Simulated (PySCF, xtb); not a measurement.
Be(F)(SiH3) (BeFH₃Si), SMILES [F][Be][SiH3].

GFN2-xTB in xtb at its own geometry gives an orbital gap of 3.97 eV and a dipole moment of 1.00 D.

Geometry: PBE0-D3(BJ)/def2-TZVP.

### Question
What does PBE/def2-TZVPD (PySCF) give? (An estimate is asked for; the answer gives what the named calculation found.)

### Answer
gap 5.58 eV (levels -7.24 and -1.66 eV), dipole 0.56 D.
